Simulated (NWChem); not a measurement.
System meant: BeHSCl; SMILES [Be]([SH])[Cl]

Input file for NWChem:

```
start job
memory heap 200 mb stack 900 mb global 1100 mb
geometry units angstroms noautoz
  Be     0.017393    -0.004258     0.000000
  Cl    -0.056260    -1.817740     0.000000
  S      0.115613     1.893780     0.000000
  H     -1.233061     2.015900     0.000000
end
basis spherical
  * library def2-svp
end
dft
  odft
  mult 2
  xc xpbe96 cpbe96
  iterations 150
  mulliken
end
task dft energy
```

End of the output:

```
                                 NWChem DFT Module
                                 -----------------

 Summary of "ao basis" -> "ao basis" (spherical)
 ------------------------------------------------------------------------------
       Tag                 Description            Shells   Functions and Types
 ---------------- ------------------------------  ------  ---------------------
 Be                         def2-svp                 5        9   3s2p
 Cl                         def2-svp                 8       18   4s3p1d
 S                          def2-svp                 8       18   4s3p1d
 H                          def2-svp                 3        5   2s1p

 Summary of "ao basis" -> "ao basis" (spherical)
 ------------------------------------------------------------------------------
       Tag                 Description            Shells   Functions and Types
 ---------------- ------------------------------  ------  ---------------------
 Be                         def2-svp                 5        9   3s2p
 Cl                         def2-svp                 8       18   4s3p1d
 S                          def2-svp                 8       18   4s3p1d
 H                          def2-svp                 3        5   2s1p

      Symmetry analysis of basis
      --------------------------

        a'         37
        a"         13

  number of electrons :                   38
  multiplicity        :                    2
 ------------------------------------------------------------------------
  no. of electrons and multiplicity not compatible                  38
 ------------------------------------------------------------------------
 ------------------------------------------------------------------------
  current input line :
    19: task dft energy
 ------------------------------------------------------------------------
 ------------------------------------------------------------------------
 There is an error in the input file
 ------------------------------------------------------------------------
 For more information see the NWChem manual at https://nwchemgit.github.io

0: no. of electrons and multiplicity not compatible:Received an Error in Communication
```

**Question.** Can this run be used? If not, why, and what is the fix?

**Answer.** The input was rejected before any calculation. Cause: the multiplicity doesn't fit the number of electrons (an even count wants an odd multiplicity, and the reverse). This input runs:
```
start job
memory heap 200 mb stack 900 mb global 1100 mb
geometry units angstroms noautoz
  Be     0.017393    -0.004258     0.000000
  Cl    -0.056260    -1.817740     0.000000
  S      0.115613     1.893780     0.000000
  H     -1.233061     2.015900     0.000000
end
basis spherical
  Be library def2-svp
  Cl library def2-svp
  S library def2-svp
  H library def2-svp
end
dft
  xc xpbe96 cpbe96
  iterations 150
  mulliken
end
task dft energy
```
It converges to -873.16764 Ha (PBE/def2-SVP).
